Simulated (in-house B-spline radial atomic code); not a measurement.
Radial electron density of the niobium ion Nb⁴⁺, [Ar] 3d10 4s2 4p5 4d1 4f1. Computed with an all-electron radial atomic-structure program (B-spline basis): scalar-relativistic (X2C) SCAN, spin-polarised, spherical fractional occupations, Fermi nucleus of rms radius 4.324 fm.

One-electron X2C: radii and densities carry no picture-change correction, so inner-shell <1/r> comes out high (for 1s by about 2 % at Z = 33, 5 % at 54, 10 % at 75, 30 % at 118) and <r> low.

Columns: r (bohr), 4πr²n(r) (electrons per bohr), bar.

```
 0.00113    1.287 #
  0.0014    1.842 #
 0.00173    2.612 ##
 0.00213    3.663 ###
 0.00263    5.125 ####
 0.00325    7.117 #####
 0.00402    9.791 #######
 0.00496    13.24 #########
 0.00612    17.61 ############
 0.00756    22.97 ################
 0.00933    29.17 ####################
  0.0115    35.85 #########################
  0.0142    42.46 #############################
  0.0176    48.08 #################################
  0.0217    51.38 ####################################
  0.0268    51.73 ####################################
  0.0331     49.2 ##################################
  0.0408    45.45 ################################
  0.0504    43.33 ##############################
  0.0622    45.69 ################################
  0.0769     52.9 #####################################
  0.0949    60.97 ##########################################
   0.117    63.45 ############################################
   0.145    56.64 #######################################
   0.179    45.17 ###############################
   0.221    38.82 ###########################
   0.272     41.9 #############################
   0.336    47.55 #################################
   0.415    44.51 ###############################
   0.513    31.33 ######################
   0.633    17.58 ############
   0.781    10.83 ########
   0.965    9.601 #######
    1.19    8.527 ######
    1.47    5.635 ####
    1.82    2.676 ##
    2.24    1.084 #
    2.77    0.498 
    3.42   0.2789 
    4.22   0.1358 
    5.21  0.04355 
    6.43 0.007895 
    7.94 0.0006854 
    9.81 2.538e-05
```

On this grid the curve has 3 maxima, near 0.0268, 0.117, 0.336 bohr.

The 4d up radial function P(r) = rR(r), positive near the nucleus:

| r (bohr) | P |
| --- | --- |
| 0.0142 | 0.001364 |
| 0.0217 | 0.004291 |
| 0.0331 | 0.01285 |
| 0.0504 | 0.03589 |
| 0.0769 | 0.09096 |
| 0.117 | 0.1974 |
| 0.179 | 0.348 |
| 0.272 | 0.4375 |
| 0.415 | 0.2827 |
| 0.633 | -0.1935 |
| 0.965 | -0.7309 |
| 1.47 | -0.8594 |
| 2.24 | -0.5064 |
| 3.42 | -0.1317 |
| 5.21 | -0.01056 |
